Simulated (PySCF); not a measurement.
**Stretching NaGe**

Set-up: basis Na 6-31G(d,p), Ge 6-31G(d,p); no relativity; PySCF 2.14. Energies in eV from Na + Ge in their ground configurations at the same level. State: ⁴Σ⁻ (quartet), unpaired electrons σ ↑, π ↑↑.

```json
{"R (Å)": "2.356", "UHF-CCSD(T)": "", "MN15": "-1.183", "PBE": "-1.036"}
{"R (Å)": "2.466", "UHF-CCSD(T)": "-1.099", "MN15": "-1.350", "PBE": "-1.205"}
{"R (Å)": "2.576", "UHF-CCSD(T)": "-1.211", "MN15": "-1.442", "PBE": "-1.301"}
{"R (Å)": "2.658", "UHF-CCSD(T)": "-1.254", "MN15": "-1.474", "PBE": "-1.336"}
{"R (Å)": "2.740", "UHF-CCSD(T)": "-1.269", "MN15": "-1.483", "PBE": "-1.349"}
{"R (Å)": "2.822", "UHF-CCSD(T)": "-1.263", "MN15": "-1.473", "PBE": "-1.343"}
{"R (Å)": "2.932", "UHF-CCSD(T)": "-1.229", "MN15": "-1.438", "PBE": "-1.314"}
{"R (Å)": "3.069", "UHF-CCSD(T)": "-1.157", "MN15": "-1.370", "PBE": "-1.255"}
{"R (Å)": "3.233", "UHF-CCSD(T)": "-1.044", "MN15": "-1.265", "PBE": "-1.164"}
{"R (Å)": "3.452", "UHF-CCSD(T)": "", "MN15": "-1.108", "PBE": "-1.028"}
```

Problem. Put a parabola through the three lowest points of the UHF-CCSD(T) curve and estimate Re, k and ωe (reduced mass 17.54 u; 1 eV/Å² = 0.16022 mdyn/Å; ωe = 1302.8·√(k/μ) cm⁻¹).

Solution. Through R = 2.658, 2.74, 2.822 Å the second-order coefficient is 1.56 eV/Å², so Re ≈ 2.758 Å, k ≈ 0.500 mdyn/Å and ωe ≈ 220 cm⁻¹. A polynomial fit of higher order to the unrounded UHF-CCSD(T) energies gives Re = 2.755 Å, k = 0.492 mdyn/Å, ωe = 218 cm⁻¹; anharmonicity and rounding make the difference.

The higher-order fit for each curve: UHF-CCSD(T): Re = 2.755 Å, ωe = 218 cm⁻¹, De = 1.27 eV; MN15: Re = 2.734 Å, ωe = 208 cm⁻¹, De = 1.48 eV; PBE: Re = 2.752 Å, ωe = 199 cm⁻¹, De = 1.35 eV.

Correlated steps freeze 10 core orbitals. Correlated levels converge slowly with the basis: in double zeta they bind strong bonds too weakly, by up to about 1 eV, and carry superposition errors of some tenths. Spin–orbit coupling is left out. The state was picked by a PBE0 search and need not be the measured ground state.
